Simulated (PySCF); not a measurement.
Computed properties of C₃H₄N₂O, SMILES C1=NC=NCO1

2H-1,3,5-oxadiazine (C3H4N2O), SMILES C1=NC=NCO1. Geometry: B3LYP-D3(BJ)/def2-SVP. The values are those of a single conformer. All values are computed for the isolated molecule unless a solvent is named; none is compared with measurement here.

**Structure.** All 24 harmonic modes at B3LYP-D3(BJ)/def2-SVP (PySCF) are real, so it is a minimum. With heavy atoms numbered as in [CH:1]1=[N:2][CH:3]=[N:4][CH2:5][O:6]1, the shortest bond between them is C3–N4 at 1.276 Å and the longest C5–O6 at 1.462 Å.

**Vibrations.** The strongest infrared lines (harmonic, unscaled, degenerate partners summed) lie at 1741 cm⁻¹ (207 km/mol, C 54 %, N 41 %), 1655 cm⁻¹ (196 km/mol, C 52 %, N 38 %, H 9 %), 1206 cm⁻¹ (138 km/mol, C 42 %, H 27 %, O 23 %). The softest mode is at 90 cm⁻¹ and the zero-point energy is 47.5 kcal/mol.

**Electronic structure.** B3LYP/def2-TZVP (PySCF) places the frontier levels at -7.17 and -1.77 eV, a gap of 5.40 eV, and gives a dipole moment of 1.50 D and a mean polarisability of 49.0 bohr³. PBE/def2-TZVP (PySCF) at the same geometry gives -6.05 and -2.55 eV, so its gap is 1.90 eV narrower. An orbital gap is neither the optical nor the fundamental gap.

**Excitations.** TDDFT-ωB97X/def2-SVPD (PySCF) has S1 at 4.61 eV (269 nm, f = 0.007, weak); the most intense of the 10 singlets computed lies at 8.65 eV (f = 0.15). T1 (TDA) is at 3.54 eV. TDDFT-PBE/def2-SVPD (PySCF) puts S1 at 3.74 eV. No vertical singlet excitation falls in the visible range (under 3.1 eV).

**NMR.** GIAO shifts at PBE0/pcSseg-1 (PySCF) (non-relativistic, atoms alike by connectivity averaged): ¹³C from 84.8 to 168.1 ppm against TMS; ¹H from 6.1 to 7.6 ppm against TMS.
